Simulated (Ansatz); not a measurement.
The cluster Na₈⁺. Total charge 1; doublet. Geometry r2SCAN/def2-SVP, basis def2-TZVP, Ansatz.

```xyz
8

Na    1.5651   -2.2145   -0.8257
Na   -2.1193   -2.0123   -0.3742
Na   -0.2991   -1.0166   -3.7312
Na    0.3457   -0.6268    2.2047
Na   -0.2627    0.9129   -0.8525
Na    3.1569    0.9405    0.1774
Na   -2.8877    1.0073    1.5984
Na    0.5012    3.0096    1.8031
```

| run | HOMO (eV) | LUMO (eV) |
| --- | --- | --- |
| A | -5.67 | -5.16 |
| B | -5.78 | -4.84 |
| C | -5.74 | -5.26 |
| D | -6.38 | -4.23 |
| E | -6.13 | -4.71 |

The structure comes from a short search, and lower isomers may exist.

HOMO and LUMO are taken over both spins.

Question: The runs used BHLYP, PBE, PBE0, r2SCAN, revPBE. Estimate which is which.

Answer: A revPBE (0 % exact exchange); B r2SCAN (0 % exact exchange); C PBE (0 % exact exchange); D BHLYP (50 % exact exchange); E PBE0 (25 % exact exchange). Exact exchange lowers occupied and raises empty levels; among semilocal functionals meta-GGAs tend to open the gap a little, and such runs are hard to tell apart. The gap grows from 0.47 eV (PBE) to 2.15 eV (BHLYP).
